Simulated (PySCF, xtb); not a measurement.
In(NCO)(OMe)2 (C3H6InNO3), SMILES [O](C)[In]([O]C)[N]=C=O.

GFN2-xTB (xtb) at its own geometry gives an orbital gap of 2.33 eV and a dipole moment of 3.43 D.

Coordinates come from a B3LYP-D3(BJ)/def2-SVP optimisation. The def2 effective core potentials stand for the cores of In; spin–orbit coupling is left out. One conformer was computed; it need not be the lowest.

Problem. What does PySCF with PBE/def2-SVP give? (The exact figures need the calculation; the answer reports its results.)

Solution. gap 3.15 eV (levels -6.19 and -3.04 eV), dipole 2.85 D.
